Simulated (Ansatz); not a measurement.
Geometry optimisation, UHF/def2-SVP in Ansatz.

Input file:

```yaml
crystal:
  periodic: [false, false, false]
  atoms:
    - { symbol: W, position_ang: [0.0, -0.038965, -0.054821] }
    - { symbol: F, position_ang: [0.0, 0.018425, 1.782442] }
    - { symbol: F, position_ang: [1.822104, 0.005049, -0.042402] }
    - { symbol: F, position_ang: [0.0, 1.790637, -0.065986] }
    - { symbol: F, position_ang: [-1.822104, 0.005049, -0.042402] }
    - { symbol: Cl, position_ang: [0.0, -2.307921, -0.042207] }
    - { symbol: F, position_ang: [0.0, -0.000931, -1.876302] }
    - { symbol: F, position_ang: [0.0, -0.011342, 4.131677] }
magnetization:
  spin_polarized: true
  initial_magnetization: 1
basis:
  gaussian: { orbitals: def2-SVP }
hamiltonian:
  xc: hf
relax:
  f_tol: 0.03
  max_steps: 50
```

Command:

```bash
$ ansatz run input.yaml --threads 4 --pin off --max-ram 5120MiB --backend cpu --events-out ev --progress --plain --runs-dir out
```

Question: Where does it end, and by what steps?

Answer: It converged. After 4 steps the energy has fallen by 0.049 eV; F8 moved furthest, 0.39 Å.

```tsv
step	energy less start (eV)	largest force component (eV/Å)	accepted
0	0.0000	0.648	yes
1	-0.0259	0.202	yes
2	-0.0404	0.300	yes
3	-0.0467	0.039	yes
4	-0.0485	0.006	yes
```

```xyz
8
Properties=species:S:1:pos:R:3
W 0.000 -0.035 -0.107
F 0.000 0.036 1.718
F 1.823 0.009 -0.105
F 0.000 1.795 -0.130
F -1.823 0.009 -0.105
Cl 0.000 -2.305 -0.072
F 0.000 -0.015 -1.930
F 0.000 -0.035 4.522
```

Whether the end is a true minimum wasn't checked by a vibrational analysis.

The run took 71 s on 4 threads of Intel(R) Xeon(R) Platinum 8488C (Sapphire Rapids) (shared host), peak memory 0.55 GiB.
